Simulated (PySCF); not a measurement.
# Bromine: a sound run and one with changed settings

Sound run: Br [Ar] 3d10 4s2 4p5, Br⁺ [Ar] 3d10 4s2 4p4. Calculation: PySCF 2.14, in x2c-SVPall; the spin-free X2C one-electron Hamiltonian (Gaussian nucleus). In the sound run the correlated levels freeze [Ar] 3d10. The sound run starts from symmetry-adapted Hartree-Fock orbitals and uses a fine grid where one is needed.

Changed run: all electrons correlated in a basis built for the valence shell.

```tsv
species	method	sound run (hartree)	changed run (hartree)	converged
Br	MP2	-2604.05483	-2604.20092	yes
Br⁺	MP2	-2603.63875	-2603.78327	yes
```

Ionisation energy of Br:

| method | sound run (eV) | changed run (eV) |
| --- | --- | --- |
| UHF | 10.763 | 10.763 |
| MP2 | 11.322 | 11.365 |
| SCS-MP2 | 11.304 | 11.329 |

A valence basis has no tight correlating functions, so it recovers only part of the core correlation, and not evenly between atom and ion.

For comparison, NIST gives 11.814 eV between the lowest levels.
